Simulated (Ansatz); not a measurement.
Mulliken charges of `[Cl][GeH]` from B3LYP/def2-TZVPP in Ansatz (PBE0-D4/def2-TZVP geometry).

```json
{"atom": "Cl1", "x (Å)": "1.197", "y (Å)": "-0.890", "z (Å)": "0.551", "charge (e)": "-0.301"}
{"atom": "Ge2", "x (Å)": "-0.691", "y (Å)": "-0.372", "z (Å)": "-0.415", "charge (e)": "0.356"}
{"atom": "H3", "x (Å)": "-0.517", "y (Å)": "1.197", "z (Å)": "-0.149", "charge (e)": "-0.055"}
```

Task: By hand: the dipole of these point charges (1 e Å = 4.8032 D).

Result: Σ q r = (-0.578, 0.070, -0.305) e Å, of length 0.657 e Å = 3.16 D.

Task: How does the dipole of the full density compare? (Best estimate.)

Result: Computed: (-0.325, 0.069, -0.168) e Å, 1.79 D; the point charges give 1.77 times that, at 5° from its direction.

Point charges leave out the atoms' own dipoles, such as those of lone pairs, and Mulliken's split depends on the basis, so the two needn't agree.

B3LYP here is the variant with VWN-RPA as its local correlation; programs differ in this.
